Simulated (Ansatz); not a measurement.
Reaction (formal exchange of groups at a Ge–Br bond): `[NH2][Ge][Br]` + `CC` → `C[CH2][Ge][NH2]` + HBr

Computed with Ansatz on PBE0-D4/def2-TZVP structures; ΔE is electronic, products minus reactants. CCSD(T)/CBS adds triple-zeta CCSD(T) − MP2 to the extrapolated MP2 energy (def2 sets, frozen cores). This one scheme is used for every species. Functionals use def2-TZVPP. For Br, Ge outer-core shells are correlated without core-valence functions, which leaves a few kJ/mol of doubt a bond. Scalar relativity is left out up to krypton. One conformer a species, not always the lowest.

`[NH2][Ge][Br]`:

```xyz
5

N     0.238   -0.357    0.582
Ge   -0.909    0.976    0.152
Br   -0.502    0.909   -2.184
H     0.800   -0.867   -0.083
H     0.373   -0.660    1.534
```

`CC`:

```xyz
8

C    -0.390   -0.047   -0.650
C     0.390    0.047    0.650
H     0.268   -0.259   -1.496
H    -1.138   -0.843   -0.609
H    -0.915    0.886   -0.868
H    -0.268    0.259    1.496
H     1.138    0.843    0.609
H     0.915   -0.886    0.868
```

`C[CH2][Ge][NH2]`:

Z-matrix (Å, degrees):
```
C
C 1 1.528
H 1 1.094 2 111.5
H 1 1.094 2 112.0 3 120.3
H 1 1.095 2 111.7 3 -119.8
Ge 2 2.010 1 110.0 3 63.2
H 2 1.095 1 110.8 3 -58.8
H 2 1.094 1 110.0 3 -177.1
N 6 1.819 2 95.7 1 -88.8
H 9 1.009 6 125.3 2 -2.8
H 9 1.007 6 122.4 2 176.7
```

HBr:

```xyz
2

Br   -0.438    0.399   -0.392
H     0.438   -0.399    0.392
```

| level | ΔE (kcal/mol) |
| --- | --- |
| PBE-D4 | 39.9 |
| revPBE-D4 | 39.1 |
| B97M-V | 40.8 |
| r2SCAN0-D4 | 41.0 |
| BHLYP-D4 | 42.0 |
| ωB97X-V | 39.5 |
| r2SCANh | 41.2 |
| HF/CBS(def2) | 43.8 |

(1) What does CCSD(T)/CBS give? (An estimate is asked.)

Largest T1 diagnostic among the species: 0.013.

## Answers

(1) The calculation gave: +38.0 kcal/mol. The listed levels differ from it by 1.9, 1.1, 2.8, 3.0, 4.0, 1.5, 3.2, 5.8 kcal/mol.

In def2-TZVPP, CCSD(T) changes the Hartree–Fock value by −6.9 kcal/mol (the triples alone add −0.5 kcal/mol) and MP2 by −6.1 kcal/mol. The D4 term adds −1.3 kcal/mol with B3LYP and −0.7 kcal/mol with PBE0; it sums over pairs of atoms, weighted by their polarisabilities, and B3LYP, whose exchange is more repulsive, gets the larger term. Leaving LDA and LC-ωPBE aside and taking each functional with its dispersion term where it has one, the values spread over 2.9 kcal/mol, from revPBE-D4 to BHLYP-D4. LDA lies −2.5 kcal/mol from PBE without D4.

B3LYP here is the variant with VWN-RPA as its local correlation; programs differ in this.
